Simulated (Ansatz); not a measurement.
`CC[Se]BF` + `[SiH3][O][GeH3]` → `CC[Se][SiH3]` + `FB[O][GeH3]`  (redistribution)

Calculated with Ansatz (gas phase, PBE0-D4/def2-TZVP geometries, no zero-point term in ΔE). CCSD(T)/CBS is the MP2 limit (def2-TZVPP, def2-QZVPP) plus CCSD(T) − MP2 in def2-TZVPP, frozen cores. Functionals use def2-TZVPP. B3LYP here is the variant with VWN-RPA as its local correlation; programs differ in this. For Ge, Se outer-core shells are correlated without core-valence functions, which leaves a few kJ/mol of doubt a bond. Scalar relativity is left out up to krypton. One conformer a species, not always the lowest.

`CC[Se]BF`:

```xyz
11

C    -0.744   -0.675    1.101
C     0.420    0.260    0.866
Se    1.537   -0.272   -0.661
B     0.493    0.449   -2.101
F    -0.633    1.112   -1.871
H    -1.304   -0.363    1.988
H    -0.405   -1.701    1.259
H    -1.429   -0.672    0.252
H     1.105    0.278    1.715
H     0.091    1.281    0.676
H     0.869    0.304   -3.226
```

`[SiH3][O][GeH3]`:

Z-matrix (Å, degrees):
```
Si
O 1 1.633
H 1 1.484 2 108.2
H 1 1.490 2 111.0 3 120.0
H 1 1.490 2 111.0 3 -120.0
Ge 2 1.776 1 134.7 3 179.5
H 6 1.532 2 105.5 1 -179.4
H 6 1.538 2 108.4 1 60.7
H 6 1.538 2 108.4 1 -59.6
```

`CC[Se][SiH3]`:

```xyz
12

C    -1.932    0.803    0.575
C    -0.719   -0.055    0.292
Se    0.692    1.042   -0.541
Si    2.231   -0.609   -0.737
H    -1.689    1.621    1.257
H    -2.719    0.201    1.038
H    -2.335    1.236   -0.343
H    -0.957   -0.866   -0.396
H    -0.310   -0.480    1.209
H     3.431    0.001   -1.360
H     2.582   -1.175    0.594
H     1.725   -1.718   -1.590
```

`FB[O][GeH3]`:

Z-matrix (Å, degrees):
```
Ge
O 1 1.794
H 1 1.535 2 108.4
H 1 1.532 2 105.8 3 120.5
H 1 1.532 2 105.8 3 -120.5
B 2 1.337 1 127.1 3 0.5
F 6 1.328 2 118.4 1 179.8
H 6 1.202 2 123.7 1 -0.2
```

Task: Is it downhill or uphill in electronic energy at CCSD(T)/CBS, and by how much? (An estimate is asked.)

Result: The calculation gave: Downhill: ΔE = -8.7 kcal/mol.

Task: What do these levels give: B3LYP-D4, PBE, MP2/def2-TZVPP, CCSD(T)/def2-TZVPP, HF/def2-QZVPP, HF/CBS(def2)? (Estimate.)

Result: The calculation gave: B3LYP-D4 -9.2, PBE -10.3, MP2/def2-TZVPP -8.4, CCSD(T)/def2-TZVPP -8.6, HF/def2-QZVPP -9.2, HF/CBS(def2) -9.2 kcal/mol.

Largest T1 diagnostic among the species: 0.013.

In def2-TZVPP, CCSD(T) changes the Hartree–Fock value by +0.8 kcal/mol (the triples alone add +0.1 kcal/mol) and MP2 by +1.0 kcal/mol.
